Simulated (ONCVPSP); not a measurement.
# Which change was made? (S, ONCV)

```json
{
  "Element": "S",
  "Generator": "ONCVPSP 4.0.1",
  "Type": "optimised norm-conserving Vanderbilt (ONCV)",
  "Functional": "PBE",
  "Relativity": "non-relativistic",
  "Frozen core": "[Ne]",
  "Valence charge": "6",
  "Reference configuration": "3s2 3p4",
  "Partial waves": "3s: rc 1.25 bohr, ncon 5, nbas 9, qcut 5.8 1/bohr, local; 3p: rc 1.45 bohr, ncon 4, nbas 8, qcut 6.7 1/bohr, 2 projectors, debl 3.8 Ha; d scattering state at 0.45 Ha: rc 1.55 bohr, ncon 4, nbas 7, qcut 5.3 1/bohr, 2 projectors, debl 1.1 Ha",
  "Local potential": "the s channel",
  "Core correction": "polynomial model core, fcfact 0.5"
}
```

Cutoffs, loose and tight: the cutoffs (Ha) at which the residual kinetic energy of the hardest occupied pseudo-wave falls to 1 and 0.1 mHa per electron. They do not see the model core or the augmentation charge, which bear on the density cutoff. Test errors are all-electron minus pseudo excitation energies from the reference, over the configurations 3s2 3p3; 3s2 3p2; 3s2 3p1; 3s2 3p3.5; variants that change the core or the reference have their own tests.

The base gives: outcome: generated; cutoff, loose: 45 Ha; cutoff, tight: 136 Ha; bound ghosts: none; GHOST(+) flags above zero: none; largest test error (meV): +74.

Question: After one change the result is: outcome: generated; cutoff, loose: 45 Ha; cutoff, tight: 136 Ha; bound ghosts: none; GHOST(+) flags above zero: none; largest test error (meV): +56. Which change was it?
A. s: qcut 4.1; p: qcut 4.8; d: qcut 3.8
B. all radii but the core radius scaled by about 1.06 (s 1.32, p 1.54, d 1.64 bohr)
C. s: nbas 8
D. core correction Teter function, fcfact 3.25, rcfact 1.5

Answer: D. The others give: s: nbas 8 → outcome: generated; cutoff, loose: 81 Ha; cutoff, tight: 104 Ha; bound ghosts: none; GHOST(+) flags above zero: none; largest test error (meV): +77 | s: qcut 4.1; p: qcut 4.8; d: qcut 3.8 → outcome: generated; cutoff, loose: 27 Ha; cutoff, tight: 124 Ha; bound ghosts: none; GHOST(+) flags above zero: d; largest test error (meV): +71 | all radii but the core radius scaled by about 1.06 (s 1.32, p 1.54, d 1.64 bohr) → outcome: generated; cutoff, loose: 13 Ha; cutoff, tight: 106 Ha; bound ghosts: none; GHOST(+) flags above zero: none; largest test error (meV): +72.
